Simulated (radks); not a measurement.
Values are calculated unless marked as measured or tabulated.
The mean radii <r> (bohr) of the occupied orbitals of an atom or ion are listed with their occupations. Level of theory: Dirac Kohn-Sham, LDA (Slater exchange, Perdew-Wang correlation), spin-unpolarised, spherical densities, finite nucleus; Fermi nuclear charge, rms radius of each element as measured or else 0.836 A^(1/3) + 0.57 fm (a radial shooting solver on a logarithmic mesh with Libxc functionals).

orbital  occ.      <r>
1s1/2       2  0.03432
2s1/2       2   0.1494
2p1/2       2   0.1272
2p3/2       4   0.1318
3s1/2       2   0.4160
3p1/2       2   0.4096
3p3/2       4   0.4203
3d3/2       4   0.3973
3d5/2       6   0.4008
4s1/2       2    1.057
4p1/2       2    1.151
4p3/2       4    1.182
4d3/2       4    1.717
4d5/2       1    1.741
5s1/2       2    3.276

Name the element and its charge. Open shells, if any, fill j = l - 1/2 first.

Answer. Z = 43, technetium, charge 0: Tc in [Kr] 4d5 5s2. The 1s radius gives Z: for a bare nucleus <r> = (2 gamma + 1)/(2Z) with gamma = sqrt(1 - (Z/c)^2), 0.03371 bohr for Z = 43, and screening makes it slightly larger (0.03432 here). The occupations add up to 43, and the charge is Z minus that.
